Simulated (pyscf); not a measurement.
H₂N–Sn(NH₂)(NH₂)–NH–GeH₃ (SMILES [NH2][Sn]([NH2])([NH2])[NH][GeH3]) -> H₂N–Sn(NH₂)(NH₂)–NH₂ (SMILES [NH2][Sn]([NH2])([NH2])[NH2]) + GeH₂ (SMILES [GeH2]) [singlet] (1,1-elimination; singlet surface; Ge–N, Ge–H broken, H–N formed). Structures and frequencies: ωB97X-D3(BJ)/def2-SVP in PySCF. Energies in kcal/mol from the reactant's lowest minimum found.

```csv
level,barrier,reaction energy
ωB97X-D3(BJ)/def2-TZVP,62.0,+46.2
PBE/def2-TZVP,47.7,+37.3
r²SCAN/def2-TZVP,52.8,+43.9
B3LYP-D3(BJ)/def2-TZVP,[?],[?]
PBE0-D3(BJ)/def2-TZVP,55.0,+42.9
HF/def2-TZVP,[?],+37.1
```

Q: Fill in the missing entries.

A: 
- B3LYP-D3(BJ)/def2-TZVP, barrier: 54.6
- B3LYP-D3(BJ)/def2-TZVP, reaction energy: +38.3
- HF/def2-TZVP, barrier: 76.2

The functionals in the table span 14.3 kcal/mol in this barrier, from PBE to ωB97X-D3(BJ)/def2-TZVP. On the product side the descent ends in an adduct with a Ge–N contact (not fully relaxed), 36.3 kcal/mol under the separated species and 52.1 kcal/mol under the saddle at ωB97X-D3(BJ)/def2-TZVP. What is counted as broken (Ge–N) persists as a longer contact in the product adduct; parting that adduct is a step of its own. This is the saddle that the search found; another between the same sides may lie lower. Elements up to Kr have no core potential and no relativistic terms here. Elements past Kr carry the def2 core potentials, without spin-orbit coupling.
